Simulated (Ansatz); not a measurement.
The cluster Cd₅⁻ (the lowest doublet isomer of a short search). The state is a doublet with charge -1. Geometry PBE/def2-SVPD, basis def2-TZVPD, Ansatz.

Cartesian coordinates in Å:
```
Cd 0.337 -1.790 2.662
Cd 2.118 -0.983 0.168
Cd 0.698 1.165 -1.912
Cd -2.203 2.107 -1.047
Cd -0.951 -0.498 0.129
```

```csv
run,HOMO (eV),LUMO (eV)
A,-1.34,2.96
B,0.14,1.54
C,-1.15,2.67
D,0.65,1.00
```

In the def2 sets Cd takes a core potential; there is no spin–orbit coupling. LC-ωPBE has ω = 0.4 bohr⁻¹. The structure comes from a short search, and lower isomers may exist.

HOMO and LUMO are taken over both spins.

**Question.** The runs used LC-ωPBE, PBE, PBE0, ωB97M-V. Estimate which is which.

**Answer.** A LC-ωPBE (range-separated); B PBE0 (25 % exact exchange); C ωB97M-V (range-separated); D PBE (0 % exact exchange). Exact exchange lowers occupied and raises empty levels; among semilocal functionals meta-GGAs tend to open the gap a little, and such runs are hard to tell apart. The gap grows from 0.36 eV (PBE) to 4.30 eV (LC-ωPBE). At PBE0/def2-TZVPD, PBE/def2-TZVPD the highest occupied level of the charge -1 doublet lies above zero (up to 0.65 eV). The electron is either unbound and held by the finite basis, or the level is raised by self-interaction error.
